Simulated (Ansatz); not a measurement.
**Molecular dynamics of CH$_{7}$NOSi**

Input:

```yaml
crystal:
  periodic: [false, false, false]
  atoms:
    - { symbol: Si, position_ang: [0.107194, 0.154344, -0.166546] }
    - { symbol: "N", position_ang: [-0.142136, 0.165562, 1.589661] }
    - { symbol: H, position_ang: [-0.757109, -0.566605, 1.896687] }
    - { symbol: H, position_ang: [-0.168235, 1.042895, 2.130982] }
    - { symbol: H, position_ang: [1.604858, 0.46706, -0.56791] }
    - { symbol: O, position_ang: [-0.869356, 1.371743, -1.058385] }
    - { symbol: C, position_ang: [-2.261085, 1.633574, -0.62803] }
    - { symbol: H, position_ang: [-2.377198, 2.368025, 0.21676] }
    - { symbol: H, position_ang: [-2.688657, 1.998483, -1.549557] }
    - { symbol: H, position_ang: [-2.725764, 0.64509, -0.419578] }
    - { symbol: H, position_ang: [-0.203797, -1.239947, -0.653348] }
basis:
  gaussian: { orbitals: "6-31G" }
hamiltonian:
  xc: r2scan
  dispersion: d4
md:
  timestep: 0.5
  n_steps: 166
  ensemble: nvt_langevin
  temperature: 50.0
  initial_velocities: maxwell_boltzmann
  seed: 176198
  friction: 0.02
```

Command:

```bash
$ ansatz run input.yaml --threads 1 --pin off --max-ram 2048MiB --backend cpu --events-out ev --progress --plain --runs-dir out
```

It goes on from the last frame of an earlier run, with new velocities.

Output, in part (one step line in 2, the closing report, with atoms numbered from 0):

```
md step     0: t =     0.00 fs  T =    45.5 K  F+E_penalty+E_count = -12560.18363384 eV  E_kin = 0.064630 eV  (25 SCF iters)
md step     2: t =     1.00 fs  T =    51.9 K  F+E_penalty+E_count = -12560.19378300 eV  E_kin = 0.073806 eV  (23 SCF iters)
md step     4: t =     2.00 fs  T =    81.8 K  F+E_penalty+E_count = -12560.22615418 eV  E_kin = 0.116274 eV  (29 SCF iters)
md step     6: t =     3.00 fs  T =   112.9 K  F+E_penalty+E_count = -12560.27561399 eV  E_kin = 0.160583 eV  (28 SCF iters)
md step     8: t =     4.00 fs  T =   153.9 K  F+E_penalty+E_count = -12560.33767533 eV  E_kin = 0.218887 eV  (28 SCF iters)
md step    10: t =     5.00 fs  T =   183.4 K  F+E_penalty+E_count = -12560.38831724 eV  E_kin = 0.260773 eV  (29 SCF iters)
md step    12: t =     6.00 fs  T =   195.7 K  F+E_penalty+E_count = -12560.39844468 eV  E_kin = 0.278260 eV  (28 SCF iters)
md step    14: t =     7.00 fs  T =   179.7 K  F+E_penalty+E_count = -12560.38135653 eV  E_kin = 0.255511 eV  (28 SCF iters)
md step    16: t =     8.00 fs  T =   166.5 K  F+E_penalty+E_count = -12560.37171966 eV  E_kin = 0.236772 eV  (28 SCF iters)
md step    18: t =     9.00 fs  T =   172.5 K  F+E_penalty+E_count = -12560.39097654 eV  E_kin = 0.245287 eV  (25 SCF iters)
md step    20: t =    10.00 fs  T =   184.7 K  F+E_penalty+E_count = -12560.42735845 eV  E_kin = 0.262665 eV  (28 SCF iters)
md step    22: t =    11.00 fs  T =   187.8 K  F+E_penalty+E_count = -12560.44141420 eV  E_kin = 0.266956 eV  (28 SCF iters)
md step    24: t =    12.00 fs  T =   170.8 K  F+E_penalty+E_count = -12560.41757488 eV  E_kin = 0.242831 eV  (28 SCF iters)
md step    26: t =    13.00 fs  T =   149.9 K  F+E_penalty+E_count = -12560.39234381 eV  E_kin = 0.213144 eV  (28 SCF iters)
md step    28: t =    14.00 fs  T =   140.3 K  F+E_penalty+E_count = -12560.38925236 eV  E_kin = 0.199426 eV  (28 SCF iters)
md step    30: t =    15.00 fs  T =   139.0 K  F+E_penalty+E_count = -12560.39346310 eV  E_kin = 0.197603 eV  (28 SCF iters)
md step    32: t =    16.00 fs  T =   132.0 K  F+E_penalty+E_count = -12560.39118333 eV  E_kin = 0.187684 eV  (28 SCF iters)
md step    34: t =    17.00 fs  T =   126.1 K  F+E_penalty+E_count = -12560.38846389 eV  E_kin = 0.179230 eV  (28 SCF iters)
md step    36: t =    18.00 fs  T =   129.5 K  F+E_penalty+E_count = -12560.40172033 eV  E_kin = 0.184140 eV  (25 SCF iters)
md step    38: t =    19.00 fs  T =   150.5 K  F+E_penalty+E_count = -12560.42797216 eV  E_kin = 0.213955 eV  (27 SCF iters)
md step    40: t =    20.00 fs  T =   150.9 K  F+E_penalty+E_count = -12560.43573833 eV  E_kin = 0.214542 eV  (28 SCF iters)
md step    42: t =    21.00 fs  T =   122.4 K  F+E_penalty+E_count = -12560.40227209 eV  E_kin = 0.174033 eV  (27 SCF iters)
md step    44: t =    22.00 fs  T =    85.7 K  F+E_penalty+E_count = -12560.35869738 eV  E_kin = 0.121912 eV  (23 SCF iters)
md step    46: t =    23.00 fs  T =    68.1 K  F+E_penalty+E_count = -12560.34227168 eV  E_kin = 0.096809 eV  (22 SCF iters)
md step    48: t =    24.00 fs  T =    68.8 K  F+E_penalty+E_count = -12560.35320563 eV  E_kin = 0.097879 eV  (28 SCF iters)
md step    50: t =    25.00 fs  T =    79.9 K  F+E_penalty+E_count = -12560.36763452 eV  E_kin = 0.113556 eV  (29 SCF iters)
md step    52: t =    26.00 fs  T =    89.1 K  F+E_penalty+E_count = -12560.37854058 eV  E_kin = 0.126695 eV  (28 SCF iters)
md step    54: t =    27.00 fs  T =   100.1 K  F+E_penalty+E_count = -12560.38648253 eV  E_kin = 0.142385 eV  (28 SCF iters)
md step    56: t =    28.00 fs  T =   104.8 K  F+E_penalty+E_count = -12560.39328161 eV  E_kin = 0.149057 eV  (27 SCF iters)
md step    58: t =    29.00 fs  T =   111.4 K  F+E_penalty+E_count = -12560.38739497 eV  E_kin = 0.158407 eV  (27 SCF iters)
md step    60: t =    30.00 fs  T =    84.7 K  F+E_penalty+E_count = -12560.36584302 eV  E_kin = 0.120476 eV  (27 SCF iters)
md step    62: t =    31.00 fs  T =    82.4 K  F+E_penalty+E_count = -12560.36096243 eV  E_kin = 0.117119 eV  (22 SCF iters)
md step    64: t =    32.00 fs  T =    96.5 K  F+E_penalty+E_count = -12560.38940419 eV  E_kin = 0.137166 eV  (22 SCF iters)
md step    66: t =    33.00 fs  T =   132.5 K  F+E_penalty+E_count = -12560.43019442 eV  E_kin = 0.188451 eV  (28 SCF iters)
md step    68: t =    34.00 fs  T =   148.3 K  F+E_penalty+E_count = -12560.45908356 eV  E_kin = 0.210871 eV  (28 SCF iters)
md step    70: t =    35.00 fs  T =   157.2 K  F+E_penalty+E_count = -12560.47102539 eV  E_kin = 0.223579 eV  (28 SCF iters)
md step    72: t =    36.00 fs  T =   151.1 K  F+E_penalty+E_count = -12560.47345750 eV  E_kin = 0.214903 eV  (28 SCF iters)
md step    74: t =    37.00 fs  T =   137.1 K  F+E_penalty+E_count = -12560.46951492 eV  E_kin = 0.194929 eV  (28 SCF iters)
md step    76: t =    38.00 fs  T =   122.8 K  F+E_penalty+E_count = -12560.45997839 eV  E_kin = 0.174566 eV  (27 SCF iters)
md step    78: t =    39.00 fs  T =   117.7 K  F+E_penalty+E_count = -12560.45057607 eV  E_kin = 0.167394 eV  (27 SCF iters)
md step    80: t =    40.00 fs  T =   125.9 K  F+E_penalty+E_count = -12560.45164112 eV  E_kin = 0.178991 eV  (27 SCF iters)
md step    82: t =    41.00 fs  T =   124.0 K  F+E_penalty+E_count = -12560.46150425 eV  E_kin = 0.176347 eV  (27 SCF iters)
md step    84: t =    42.00 fs  T =   110.2 K  F+E_penalty+E_count = -12560.46712230 eV  E_kin = 0.156630 eV  (27 SCF iters)
md step    86: t =    43.00 fs  T =   110.3 K  F+E_penalty+E_count = -12560.46005472 eV  E_kin = 0.156799 eV  (22 SCF iters)
md step    88: t =    44.00 fs  T =    96.9 K  F+E_penalty+E_count = -12560.44788761 eV  E_kin = 0.137817 eV  (22 SCF iters)
md step    90: t =    45.00 fs  T =    89.9 K  F+E_penalty+E_count = -12560.44270560 eV  E_kin = 0.127805 eV  (22 SCF iters)
md step    92: t =    46.00 fs  T =    87.2 K  F+E_penalty+E_count = -12560.44729852 eV  E_kin = 0.123990 eV  (22 SCF iters)
md step    94: t =    47.00 fs  T =    90.3 K  F+E_penalty+E_count = -12560.45908994 eV  E_kin = 0.128404 eV  (22 SCF iters)
md step    96: t =    48.00 fs  T =   103.0 K  F+E_penalty+E_count = -12560.47408073 eV  E_kin = 0.146497 eV  (25 SCF iters)
md step    98: t =    49.00 fs  T =   102.4 K  F+E_penalty+E_count = -12560.48632363 eV  E_kin = 0.145658 eV  (22 SCF iters)
md step   100: t =    50.00 fs  T =   113.8 K  F+E_penalty+E_count = -12560.49316879 eV  E_kin = 0.161801 eV  (21 SCF iters)
md step   102: t =    51.00 fs  T =   102.5 K  F+E_penalty+E_count = -12560.48358020 eV  E_kin = 0.145784 eV  (27 SCF iters)
md step   104: t =    52.00 fs  T =    77.2 K  F+E_penalty+E_count = -12560.45925806 eV  E_kin = 0.109825 eV  (22 SCF iters)
md step   106: t =    53.00 fs  T =    73.1 K  F+E_penalty+E_count = -12560.44789453 eV  E_kin = 0.103951 eV  (22 SCF iters)
md step   108: t =    54.00 fs  T =    81.9 K  F+E_penalty+E_count = -12560.46151104 eV  E_kin = 0.116512 eV  (22 SCF iters)
md step   110: t =    55.00 fs  T =   100.9 K  F+E_penalty+E_count = -12560.48466847 eV  E_kin = 0.143467 eV  (28 SCF iters)
md step   112: t =    56.00 fs  T =   100.7 K  F+E_penalty+E_count = -12560.49139082 eV  E_kin = 0.143134 eV  (28 SCF iters)
md step   114: t =    57.00 fs  T =    95.8 K  F+E_penalty+E_count = -12560.48025696 eV  E_kin = 0.136220 eV  (22 SCF iters)
md step   116: t =    58.00 fs  T =    88.2 K  F+E_penalty+E_count = -12560.47500789 eV  E_kin = 0.125398 eV  (22 SCF iters)
md step   118: t =    59.00 fs  T =    84.7 K  F+E_penalty+E_count = -12560.48231157 eV  E_kin = 0.120476 eV  (26 SCF iters)
md step   120: t =    60.00 fs  T =    98.2 K  F+E_penalty+E_count = -12560.48935116 eV  E_kin = 0.139667 eV  (27 SCF iters)
md step   122: t =    61.00 fs  T =    95.3 K  F+E_penalty+E_count = -12560.48597968 eV  E_kin = 0.135485 eV  (23 SCF iters)
md step   124: t =    62.00 fs  T =    87.1 K  F+E_penalty+E_count = -12560.48425931 eV  E_kin = 0.123883 eV  (22 SCF iters)
md step   126: t =    63.00 fs  T =    96.6 K  F+E_penalty+E_count = -12560.50066585 eV  E_kin = 0.137379 eV  (23 SCF iters)
md step   128: t =    64.00 fs  T =   112.8 K  F+E_penalty+E_count = -12560.52261779 eV  E_kin = 0.160324 eV  (23 SCF iters)
md step   130: t =    65.00 fs  T =   115.7 K  F+E_penalty+E_count = -12560.53154707 eV  E_kin = 0.164500 eV  (28 SCF iters)
md step   132: t =    66.00 fs  T =   105.0 K  F+E_penalty+E_count = -12560.52079597 eV  E_kin = 0.149323 eV  (27 SCF iters)
md step   134: t =    67.00 fs  T =    99.0 K  F+E_penalty+E_count = -12560.50366349 eV  E_kin = 0.140805 eV  (22 SCF iters)
md step   136: t =    68.00 fs  T =    88.8 K  F+E_penalty+E_count = -12560.49814306 eV  E_kin = 0.126285 eV  (23 SCF iters)
md step   138: t =    69.00 fs  T =    92.0 K  F+E_penalty+E_count = -12560.50775280 eV  E_kin = 0.130789 eV  (28 SCF iters)
md step   140: t =    70.00 fs  T =   101.8 K  F+E_penalty+E_count = -12560.52070652 eV  E_kin = 0.144719 eV  (26 SCF iters)
md step   142: t =    71.00 fs  T =    97.3 K  F+E_penalty+E_count = -12560.52686431 eV  E_kin = 0.138287 eV  (27 SCF iters)
md step   144: t =    72.00 fs  T =    97.1 K  F+E_penalty+E_count = -12560.52098354 eV  E_kin = 0.138061 eV  (27 SCF iters)
md step   146: t =    73.00 fs  T =    82.4 K  F+E_penalty+E_count = -12560.50491532 eV  E_kin = 0.117218 eV  (27 SCF iters)
md step   148: t =    74.00 fs  T =    64.1 K  F+E_penalty+E_count = -12560.48591214 eV  E_kin = 0.091208 eV  (27 SCF iters)
md step   150: t =    75.00 fs  T =    52.8 K  F+E_penalty+E_count = -12560.47263484 eV  E_kin = 0.075141 eV  (22 SCF iters)
md step   152: t =    76.00 fs  T =    59.8 K  F+E_penalty+E_count = -12560.47584552 eV  E_kin = 0.084996 eV  (22 SCF iters)
md step   154: t =    77.00 fs  T =    68.3 K  F+E_penalty+E_count = -12560.49341116 eV  E_kin = 0.097145 eV  (27 SCF iters)
md step   156: t =    78.00 fs  T =    84.8 K  F+E_penalty+E_count = -12560.50441421 eV  E_kin = 0.120582 eV  (27 SCF iters)
md step   158: t =    79.00 fs  T =    70.2 K  F+E_penalty+E_count = -12560.49403089 eV  E_kin = 0.099812 eV  (29 SCF iters)
md step   160: t =    80.00 fs  T =    66.2 K  F+E_penalty+E_count = -12560.48883629 eV  E_kin = 0.094181 eV  (22 SCF iters)
md step   162: t =    81.00 fs  T =    77.2 K  F+E_penalty+E_count = -12560.50802115 eV  E_kin = 0.109698 eV  (23 SCF iters)
md step   164: t =    82.00 fs  T =    97.6 K  F+E_penalty+E_count = -12560.53327570 eV  E_kin = 0.138706 eV  (28 SCF iters)
md step   166: t =    83.00 fs  T =    93.0 K  F+E_penalty+E_count = -12560.53565510 eV  E_kin = 0.132184 eV  (25 SCF iters)
Total energy: -12560.53566421 eV, -461.5911718229 hartree
Atom 0 at     0.011471     0.180952    -0.126029 Å, force    -0.443156    -0.815785     0.146742 eV/Å
Atom 1 at    -0.043622     0.232788     1.624173 Å, force    -0.543007    -0.587518    -0.230524 eV/Å
Atom 2 at    -0.682242    -0.387009     2.125620 Å, force     0.460082     0.510134    -0.024944 eV/Å
Atom 3 at     0.523992     0.851421     2.170828 Å, force     0.034326     0.119750     0.354155 eV/Å
Atom 4 at     1.368291     0.310537    -0.623573 Å, force     0.798113     0.186375    -0.232991 eV/Å
Atom 5 at    -0.825348     1.406600    -0.996751 Å, force    -0.263761     0.182281     0.060867 eV/Å
Atom 6 at    -2.252481     1.603802    -0.811144 Å, force     0.116052     0.270777    -0.254898 eV/Å
Atom 7 at    -2.477238     1.986724     0.194045 Å, force    -0.017656    -0.185501     0.011229 eV/Å
Atom 8 at    -2.530000     2.361313    -1.539433 Å, force    -0.169226     0.161078    -0.108529 eV/Å
Atom 9 at    -2.827244     0.691430    -1.028476 Å, force     0.036809    -0.055209     0.170375 eV/Å
Atom 10 at    -0.586715    -1.174958    -0.483509 Å, force    -0.008577     0.213619     0.108517 eV/Å
Dipole moment:    -0.224808    -0.110985     0.462489 e Å
```

All steps were run. The mean temperature of the second half is 82 % above the set value. A run of 0.083 ps of so small a system gives no equilibrium averages. Limits of this set-up: no polarisation functions.

The same pairs are bonded in the first frame and the last. Pairs count as bonded within 1.25 times the sum of covalent radii (0.12 Å more for H–H).

Last frame:

```xyz
11
Properties=species:S:1:pos:R:3
Si 0.011 0.181 -0.126
N -0.044 0.233 1.624
H -0.682 -0.387 2.126
H 0.524 0.851 2.171
H 1.368 0.310 -0.624
O -0.825 1.407 -0.997
C -2.252 1.604 -0.811
H -2.477 1.987 0.194
H -2.530 2.361 -1.539
H -2.827 0.691 -1.028
H -0.587 -1.175 -0.483
```

Time of the run: 8.9 min on 1 thread of Arm Neoverse V2, with other jobs on the host, peak memory 0.12 GiB.
